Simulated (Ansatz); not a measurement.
## Ansatz (development build ahead of 0.2.0) run

```yaml
crystal:
  periodic: [false, false, false]
  atoms:
    - { symbol: Be, position_ang: [1.48501, 3.0e-05, -4.0e-05] }
    - { symbol: Be, position_ang: [-6.0e-05, 1.48484, 0.0] }
    - { symbol: Be, position_ang: [-1.48499, -7.0e-05, -2.0e-05] }
    - { symbol: Be, position_ang: [0.0, -1.48502, 4.0e-05] }
basis:
  gaussian: { orbitals: def2-SVP }
hamiltonian:
  xc: hf
output:
  forces: true
```

The input is written out in the form of the current development build from the run's settings.

The run gave:

| Property | Result |
| --- | --- |
| Converged | yes |
| Total energy | -58.25414 hartree |

Forces (eV/Å):
```tsv
atom	Fx	Fy	Fz
Be1	0.504	-0.001	0.000
Be2	0.000	0.505	0.000
Be3	-0.504	0.000	0.000
Be4	0.000	-0.504	0.000
```
